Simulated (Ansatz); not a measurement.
B₂F₄, triplet, geometry from GFN2-xTB (a higher spin typed on purpose: for a closed-shell molecule this is an excited state); WB97X-V/6-31G* (Ansatz, a program for electronic structure).

Input for Ansatz:
Ansatz 0.2 input:
```yaml
crystal:
  periodic: [false, false, false]
  atoms:
    - {symbol: F, position_ang: [-1.42154176, -1.23245128, -0.09967212]}
    - {symbol: B, position_ang: [-0.80422778, -0.04353446, -0.04293697]}
    - {symbol: F, position_ang: [-1.54844616, 1.07167991, -0.05889277]}
    - {symbol: B, position_ang: [0.80422778, 0.04353446, 0.04293697]}
    - {symbol: F, position_ang: [1.54844616, -1.07167991, 0.05889277]}
    - {symbol: F, position_ang: [1.42154176, 1.23245128, 0.09967212]}
basis:
  gaussian:
    orbitals: 6-31G*
hamiltonian:
  xc: {name: wB97X-V}
magnetization: {spin_polarized: true, initial_magnetization: 2}
```

It wrote (shortened):

```
Functional definition: wB97X-V
782 factors; integrals over basis functions are off by at most 1.2e-3 eV
162 factors; integrals over basis functions are off by at most 3.6e-6 eV
mean field evaluation 1: about -12213.5413 eV, gradient 2.7e1 eV
mean field evaluation 2: about -12213.8477 eV, gradient 2.9e1 eV
mean field evaluation 4: about -12216.3430 eV, gradient 7.3e-1 eV
mean field evaluation 8: about -12216.4679 eV, gradient 1.0e-1 eV
mean field evaluation 16: about -12216.4681 eV, gradient 1.2e-4 eV
mean field -12216.46814227 eV, -448.9469236088 hartree, gradient 1.4e-5 eV, S^2 2.002855; 0 other end points of the search recorded, 0 dependent functions left out
reference -12216.46814182 eV, -448.9469235924 hartree; 24, 22 occupied and 66, 68 virtual orbitals, 782 factors
Total energy: -12216.46814182 eV, -448.9469235924 hartree
```
